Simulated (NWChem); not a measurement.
ZnHOI; SMILES [OH][Zn][I]

```xyz
4

Zn    -0.2351     1.1736     0.0000
I      0.2487    -1.2083     0.0000
O     -0.7342     2.8883     0.0000
H      0.0368     3.4862     0.0000
```
Atoms are numbered in this order, from 1.

Computed with NWChem. All runs use the structure optimised with PBE-D3(BJ)/def2-SVP. def2 effective core potentials on I; no spin-orbit coupling. Ions are spin-unrestricted doublets at the neutral geometry; other ion states weren't tried.

For level PBE/def2-TZVP:

* **vertical ionisation energy, ΔSCF (eV)**: 9.58
* **−ε(HOMO) (eV)**: 6.63

Problem. Estimate the same quantities for level B3LYP/def2-TZVP.

Solution. 
| Item | Value |
|---|---|
| vertical ionisation energy, ΔSCF (eV) | 9.93 |
| −ε(HOMO) (eV) | 7.57 |
